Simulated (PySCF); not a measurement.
Sn⁺ (tin, charge +1): UHF calculation

Configuration: [Kr] 4d10 5s2 5p1, 2P determinant. All numbers are calculated (PySCF 2.14, a scalar-relativistic core potential, in cc-pVTZ-PP with ECP28MDF).

```
Total energy                                                  : -213.088256 hartree
One-electron energy                                           : -369.7463 hartree
Hartree (Coulomb) energy                                      : 173.5872 hartree
Exchange energy                                               : -16.9292 hartree
⟨S²⟩                                                          : 0.7606
⟨L²⟩                                                          : 2.032
Sum of ⟨r⟩                                                    : 25.69 bohr
Sum of ⟨r²⟩                                                   : 43.54 bohr²
Traceless quadrupole moment −½Σ⟨3z² − r²⟩ along its main axis : -4.11 e·bohr²
Time after the integrals                                      : 0.14 s of wall time on 1 thread of Neoverse-V1 (shared host)
```

```
shell  electrons  mean orbital energy (eV)  spread (eV)  rms radius, mean of both spins (bohr)
 4s α          1                   -167.52            0                                  0.879
 4s β          1                   -167.41            0                                  0.879
 4p α          3                   -118.13        0.131                                  0.953
 4p β          3                   -118.03        0.519                                  0.953
 4d α          5                   -43.682        0.367                                   1.17
 4d β          5                   -43.577        0.589                                   1.17
 5s α          1                   -21.907            0                                   2.53
 5s β          1                   -19.896            0                                   2.53
 5p α          1                   -14.024            0                                   3.15
```

Energies and moments cover only the electrons outside the core potential.
